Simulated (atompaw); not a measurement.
An all-electron radial function and its pseudo partner (Fe)

Columns: radius, all-electron u(r) and pseudo u(r) of the 3p shell (level -61.66 eV) of iron in the configuration [Ne] 3s2 3p6 3d6 4s1 4p1; PBEsol, scalar-relativistic, PAW (atompaw) scheme, atompaw 4.2.0.5.

| r (bohr) | all-electron | pseudo |
| --- | --- | --- |
| 0.057 | -0.3092 | 0.0116 |
| 0.114 | -0.5793 | 0.0458 |
| 0.171 | -0.5743 | 0.1009 |
| 0.228 | -0.3690 | 0.1742 |
| 0.285 | -0.0705 | 0.2620 |
| 0.342 | 0.2432 | 0.3602 |
| 0.398 | 0.5223 | 0.4620 |
| 0.455 | 0.7559 | 0.5663 |
| 0.512 | 0.9322 | 0.6663 |
| 0.569 | 1.0535 | 0.7575 |
| 0.626 | 1.1263 | 0.8360 |
| 0.683 | 1.1591 | 0.8986 |
| 0.740 | 1.1603 | 0.9431 |
| 0.797 | 1.1376 | 0.9684 |
| 0.854 | 1.0978 | 0.9747 |
| 0.911 | 1.0460 | 0.9629 |
| 0.968 | 0.9867 | 0.9352 |
| 1.025 | 0.9233 | 0.8945 |
| 1.082 | 0.8581 | 0.8441 |
| 1.138 | 0.7942 | 0.7885 |
| 1.195 | 0.7307 | 0.7289 |
| 1.252 | 0.6695 | 0.6692 |
| 1.309 | 0.6114 | 0.6114 |
| 1.366 | 0.5568 | 0.5568 |
| 1.423 | 0.5057 | 0.5057 |
| 1.480 | 0.4583 | 0.4583 |

How many radial nodes do the two functions have?

The all-electron 3p function has n − l − 1 = 1; the pseudo-wave has 0, since the states of the same l below it are removed with the core.

Is the pseudo-wave norm-conserving?

No, it belongs to a PAW set: the norm inside the radius is not constrained, and the difference is carried by the augmentation charge.
